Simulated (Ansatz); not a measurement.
Start from `[SiH3]C[SiH]1CO1` and change one atom or group to get `Cl[SiH]1CO1`.

Ansatz, PBE0-D4/def2-TZVP geometries, multiplicity 1. Each molecule was computed in one conformer, which needn't be the lowest.

```csv
property,`[SiH3]C[SiH]1CO1`
HOMO energy (B3LYP/def2-TZVPP) / eV,-7.22
HOMO energy (PBE/def2-TZVPP) / eV,-6.17
HOMO–LUMO gap (B3LYP/def2-TZVPP) / eV,6.78
LUMO energy (B3LYP/def2-TZVPP) / eV,-0.44
HOMO–LUMO gap (ωB97M-V/def2-TZVPP) / eV,11.19
HOMO energy (PBE0/def2-TZVPP) / eV,-7.44
```

(1) Give the same properties after the change, and the shifts. (Estimate.)

Results:

(1) Computed: 
```
                               property  `Cl[SiH]1CO1`  shift
    HOMO energy (B3LYP/def2-TZVPP) / eV          -7.67  -0.45
      HOMO energy (PBE/def2-TZVPP) / eV          -6.59  -0.42
  HOMO–LUMO gap (B3LYP/def2-TZVPP) / eV           7.11   0.33
    LUMO energy (B3LYP/def2-TZVPP) / eV          -0.55  -0.11
HOMO–LUMO gap (ωB97M-V/def2-TZVPP) / eV          11.59   0.40
     HOMO energy (PBE0/def2-TZVPP) / eV          -7.89  -0.45
```

With PBE0 the HOMO falls by 0.45 eV and the LUMO falls by 0.10 eV, so the gap widens by about 0.35 eV. PBE moves the HOMO by -0.42 eV and ωB97M-V by -0.42 eV.

B3LYP here is the variant with VWN-RPA as its local correlation; programs differ in this.
